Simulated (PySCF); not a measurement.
**How methods differ on the ionisation energy of Ar²⁺**

Ar²⁺ [Ne] 3s2 3p4 (3P) → Ar³⁺ [Ne] 3s2 3p3 (4S), as a difference of total energies. Calculation: PySCF 2.14, in dyall-av3z (19s12p3d2f, 84 functions); scalar relativity by spin-free X2C-1e. Correlated levels: valence: [Ne] frozen; virtual orbitals above 40 to 60 times the deepest correlated orbital energy dropped. The calculations carry no spin-orbit coupling.

| method | ionisation energy (eV) |
| --- | --- |
| UHF | 39.379 |
| LDA | 40.846 |
| PBE | 40.710 |
| PBE0 | 40.709 |
| r2SCAN | 40.681 |
| PW91 | 40.810 |
| BLYP | 40.689 |
| M06 | 40.618 |
| BHandHLYP | 40.662 |
| MP2 (valence) | 40.210 |
| SCS-MP2 (valence) | 40.302 |

Question: How much does correlation contribute at MP2 (valence)?

Answer: 40.210 − (39.379) = 0.831 eV, measured against UHF.

A first-order spin-orbit estimate (lowest level to lowest level, LS coupling) adds 0.063 eV.

Errors of the correlated levels include the incompleteness of this basis and the frozen core.

For comparison: 40.735 ± 0.012 eV (semi-empirical (NIST evaluation); NIST Atomic Spectra Database, ionization energies).
